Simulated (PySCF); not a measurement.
F2GeH4Si. Atoms are numbered in the order given.

```xyz
8

Si    -1.0429     0.3849     0.0000
F     -1.7017    -0.3191     1.3008
F     -1.7017    -0.3191    -1.3008
Ge     1.2902    -0.0339     0.0000
H     -1.4567     1.8118     0.0000
H      1.9299     0.5893    -1.2520
H      1.9299     0.5893     1.2520
H      1.5432    -1.5494     0.0000
```

Geometry optimised at PBE0-D3(BJ)/def2-SVP. The structure was generated by enumeration, and PubChem lists no compound with its InChIKey, so it may never have been made.

The numbers are results of PBE0-D3(BJ)/def2-SVP (PySCF 2.14.0), not measurements.

Frequencies are harmonic and unscaled.

| mode | ν (cm⁻¹) | IR (km/mol) | Raman (Å⁴/amu) | depolarisation | moving atoms (share of kinetic energy) |
|---|---|---|---|---|---|
| 1 | 82 | 0.0 | 0.0 | – | H 93 % |
| 2 | 131 | 2.1 | 0.4 | 0.75 | F 70 %, Si 14 %, H 9 % |
| 3 | 176 | 13.2 | 0.6 | 0.31 | F 57 %, Ge 23 %, H 11 %, Si 9 % |
| 4 | 298 | 26.2 | 2.4 | 0.33 | F 56 %, Si 26 %, H 15 % |
| 5 | 367 | 3.3 | 11.4 | 0.20 | Si 41 %, F 22 %, H 19 %, Ge 18 % |
| 6 | 467 | 17.3 | 6.6 | 0.75 | H 89 % |
| 7 | 494 | 21.3 | 7.4 | 0.57 | H 66 %, Si 24 % |
| 8 | 777 | 328.9 | 2.6 | 0.74 | H 94 % |
| 9 | 821 | 5.3 | 17.3 | 0.75 | H 88 %, F 11 % |
| 10 | 828 | 28.5 | 13.8 | 0.75 | H 63 %, F 29 %, Si 8 % |
| 11 | 876 | 35.1 | 15.5 | 0.69 | H 70 %, F 16 %, Si 12 % |
| 12 | 878 | 12.7 | 22.7 | 0.75 | H 95 % |
| 13 | 893 | 144.5 | 20.8 | 0.66 | H 55 %, F 22 %, Si 22 % |
| 14 | 960 | 171.1 | 0.7 | 0.75 | Si 48 %, F 43 %, H 9 % |
| 15 | 2161 | 47.3 | 256.9 | 0.03 | H 100 % |
| 16 | 2168 | 98.0 | 112.6 | 0.75 | H 98 % |
| 17 | 2174 | 82.2 | 141.2 | 0.59 | H 98 % |
| 18 | 2273 | 142.0 | 191.8 | 0.22 | H 97 % |
